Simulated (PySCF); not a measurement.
## Finite-field polarisability of Pb⁻ (lead, charge -1)

[Xe] 4f14 5d10 6s2 6p3, high-spin 4S determinant. All numbers are calculated (PySCF 2.14, a scalar-relativistic core potential, in def2-QZVPPD with the def2 core potential (60 electrons) (8s6p5d4f1g, 88 functions)). Frozen: 5s2 5p6 5d10. Energy changes in a uniform field (μhartree):

```json
{"axis": "x", "F (au)": "0.001", "HF": "-91.545", "MP2": "-88.868", "CCSD": "-90.344", "CCSD(T)": "-90.506"}
{"axis": "x", "F (au)": "0.002", "HF": "-366.482", "MP2": "-355.659", "CCSD": "-361.584", "CCSD(T)": "-362.221"}
```

Problem. Derive α along x at CCSD(T) from the two fields.

Solution. With ΔE = −αF²/2 − γF⁴/24, α = −(16 ΔE(F) − ΔE(2F))/(6F²) = 181.0 bohr³.

Problem. And the mean polarisability at each level?

Solution. HF 183.0, MP2 177.7, CCSD 180.7, CCSD(T) 181.0 bohr³.

The polarisability of an anion needs two sets of diffuse s and p functions; this basis lacks them, so these values show the method and not the converged property.

Spin-orbit coupling is strong in this species (close to jj coupling), so the high-spin LS determinant is a model state, not a physical level.
